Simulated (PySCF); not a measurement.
C2H5InO2, SMILES CC(=O)[O][InH2].

Coordinates come from a B3LYP-D3(BJ)/def2-SVP optimisation. The def2 effective core potentials stand for the cores of In; spin–orbit coupling is left out.

Level of theory: TDDFT-PBE/def2-SVPD (PySCF 2.14.0).

Vertical excitations. Gas-phase values at a fixed geometry.

Computed lowest excited states:
```tsv
state	energy (eV)	λ (nm)	f	main pairs
S1	5.27	235	0.025	HOMO→LUMO 98 %
S2	5.69	218	0.002	HOMO−1→LUMO 100 %
S3	5.85	212	0.014	HOMO−3→LUMO 93 %
S4	5.89	210	0.000	HOMO−2→LUMO 80 %, HOMO→LUMO+1 16 %
S5	5.92	209	0.000	HOMO→LUMO+1 83 %, HOMO−2→LUMO 16 %
S6	5.98	207	0.001	HOMO→LUMO+2 92 %
S7	6.43	193	0.004	HOMO→LUMO+3 87 %
S8	6.45	192	0.000	HOMO−1→LUMO+2 93 %
S9	6.47	192	0.008	HOMO−2→LUMO+1 94 %
S10	6.55	189	0.002	HOMO−3→LUMO+1 97 %
T1	5.04	246	0	HOMO→LUMO 100 %
T2	5.50	226	0	HOMO−2→LUMO 96 %
T3	5.56	223	0	HOMO→LUMO+1 96 %
T4	5.57	223	0	HOMO−3→LUMO 80 %
```
Triplets are in the Tamm–Dancoff approximation, which puts them higher than full response would, so one can lie above its singlet here.
